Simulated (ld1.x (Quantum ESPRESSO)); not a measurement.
Reading a pseudo-wave (boron (B))

Columns: radius, all-electron u(r) and pseudo u(r) of the 2s shell (level -19.42 eV) of boron in the configuration [He] 2s2 2p0; LDA (PZ), scalar-relativistic, RRKJ scheme, ld1.x (Quantum ESPRESSO) 7.5.

```tsv
r (bohr)	all-electron	pseudo
0.078	0.2607	-0.0148
0.155	0.3379	-0.0335
0.232	0.3124	-0.0596
0.310	0.2288	-0.0961
0.388	0.1163	-0.1437
0.465	-0.0056	-0.2010
0.542	-0.1275	-0.2668
0.620	-0.2443	-0.3389
0.698	-0.3509	-0.4129
0.775	-0.4440	-0.4842
0.852	-0.5246	-0.5504
0.930	-0.5934	-0.6099
1.008	-0.6498	-0.6601
1.085	-0.6940	-0.7001
1.162	-0.7276	-0.7307
1.240	-0.7520	-0.7531
1.318	-0.7675	-0.7677
1.395	-0.7753	-0.7753
1.472	-0.7765	-0.7765
1.550	-0.7720	-0.7720
1.628	-0.7625	-0.7625
1.705	-0.7490	-0.7490
1.782	-0.7322	-0.7322
1.860	-0.7124	-0.7124
1.938	-0.6904	-0.6904
2.015	-0.6670	-0.6670
```

Q: How many radial nodes do the two functions have?

A: The all-electron 2s function has n − l − 1 = 1; the pseudo-wave has 0, since the states of the same l below it are removed with the core.

Q: At about which radius was the pseudo-wave matched?

A: 1.40 bohr. The columns agree to 0.0005 from 1.32 bohr on; several derivatives are matched, so the curves merge somewhat inside the radius.

Q: Is the pseudo-wave norm-conserving?

A: Yes: the RRKJ scheme keeps the norm inside the radius equal to the all-electron one, which fixes the energy derivative of the logarithmic derivative at the level.
